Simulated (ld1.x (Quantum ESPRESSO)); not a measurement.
# What one change does to a pseudopotential (chromium (Cr), PAW)

- Element: Cr (Z = 24)
- Generator: ld1.x (Quantum ESPRESSO) 7.5
- Type: PAW
- Functional: PBEsol
- Relativity: scalar-relativistic
- Frozen core: [Ne] 3s2
- Valence charge: 12
- Reference configuration: 3p6 3d4 4s0 4p0 (charge +2)
- Partial waves: 4s (bound, empty): rcut 2.20, rcutus 2.70 bohr; 4s channel at 2.75 Ry: rcut 2.20, rcutus 2.70 bohr; 3p (bound): rcut 1.45, rcutus 1.90 bohr; 4p (bound, empty): rcut 1.45, rcutus 1.90 bohr; 3d (bound): rcut 1.00, rcutus 1.25 bohr; 3d channel at -0.8 Ry: rcut 1.00, rcutus 1.25 bohr
- Local potential: all-electron potential smoothed inside 1.35 bohr (lloc = -1)
- Core correction: a·sin(br)/r model core, default radius (core density twice the valence density)
- Augmentation charge: BESSEL, radius 0.80 bohr

Change: augmentation BESSEL, radius 0.95 bohr.

Cutoffs: the cutoffs (Ry, on a coarse ladder) from which the occupation-weighted sum of valence levels, in a spherical-Bessel basis at the reference potential, stays within 10 and 1 mRy of its value at 400 Ry; they do not see the model core or the augmentation charge, which bear on the density cutoff. Errors are all-electron minus pseudo energies relative to the spin-unpolarised reference configuration.

Question: What does the change do?

Answer: The potential gets neither clearly harder nor softer (70 Ry and 110 Ry → 70 Ry and 110 Ry); both files keep a bound ghost (s); of the 7 tests that both files solve, the error grows in 2 and shrinks in 2 by more than 15 % and 0.3 meV (median size 9.8 → 11.0 meV).

```csv
quantity,base,changed
"cutoff, loose",70 Ry,70 Ry
"cutoff, tight",110 Ry,110 Ry
bound ghosts,s,s
"error for 3p6 3d5 4s1 4p0, meV [ΔE -22.89 eV]",-1.8,+1.4
"error for 3p6 3d5 4s0 4p0, meV [ΔE -16.01 eV]",-15,-15
"error for 3p6 3d3 4s0 4p0, meV [ΔE 30.71 eV]",-55,-55
"error for 3p6 3d4 4s1 4p0, meV [ΔE -14.88 eV]",+9.8,+15
"error for 3p6 3d4 4s1 4p1, meV [ΔE -19.35 eV]",+5.9,+9.5
"error for 3p6 3d5 4s0.5 4p0, meV [ΔE -20.18 eV]",-7.1,-6.0
"error for 3p6 3d5.5 4s0.5 4p0, meV [ΔE -22.16 eV]",-12,-11
s: phases at 2.94 bohr within 0.05 rad from the reference energy up to (Ry; the scan ends near 5),n/a,n/a
p: phases at 2.94 bohr within 0.05 rad from the reference energy up to (Ry; the scan ends near 5),2.2,2.2
d: phases at 2.94 bohr within 0.05 rad from the reference energy up to (Ry; the scan ends near 5),4.5,4.5
lowest overlap eigenvalue by channel,"s 0.21, p 0.75, d 0.90","s 0.21, p 0.75, d 0.90"
```

 A true bound ghost makes a file unfit for plane-wave use even where its test errors are small: the radial tests pick states by their node count and pass the ghost by.
